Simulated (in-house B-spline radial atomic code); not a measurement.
A fraction x of an electron is removed from 3p in neutral zinc, starting from [Ar] 3d10 4s2 and keeping the highest spin. Level of theory: non-relativistic HSE06, spin-polarised, spherical fractional occupations, point nucleus; calculated with a B-spline radial code for spherical atoms.

Caution: exact exchange at fractional occupations of open shells leaves self-interaction of up to several eV.

```json
{"x": "0", "E(x) - E(0) (eV)": "0.0000", "3p down level (eV)": "-87.661"}
{"x": "0.12", "E(x) - E(0) (eV)": "10.6144", "3p down level (eV)": "-89.255"}
{"x": "0.13", "E(x) - E(0) (eV)": "?", "3p down level (eV)": "?"}
{"x": "0.31", "E(x) - E(0) (eV)": "?", "3p down level (eV)": "?"}
{"x": "0.46", "E(x) - E(0) (eV)": "41.7712", "3p down level (eV)": "-94.095"}
{"x": "0.5", "E(x) - E(0) (eV)": "45.5470", "3p down level (eV)": "-94.694"}
{"x": "0.56", "E(x) - E(0) (eV)": "51.2558", "3p down level (eV)": "-95.601"}
{"x": "0.63", "E(x) - E(0) (eV)": "57.9854", "3p down level (eV)": "-96.676"}
{"x": "0.85", "E(x) - E(0) (eV)": "79.6340", "3p down level (eV)": "-100.154"}
{"x": "0.95", "E(x) - E(0) (eV)": "89.7305", "3p down level (eV)": "-101.783"}
{"x": "1", "E(x) - E(0) (eV)": "94.8403", "3p down level (eV)": "-102.609"}
```

**Question.** What belongs in the row x = 0.13?

**Answer.** An energy change of 11.5076 eV; 3p down at -89.391 eV.

**Question.** What belongs in the row x = 0.31?

**Answer.** An energy change of 27.8222 eV; 3p down at -91.904 eV.

**Question.** Check Janak's theorem between x = 0.46 and 0.5.

**Answer.** The slope of the energy is 94.39 eV; the orbital levels give 94.39 eV (-ε of the emptying orbital, averaged over the two points).
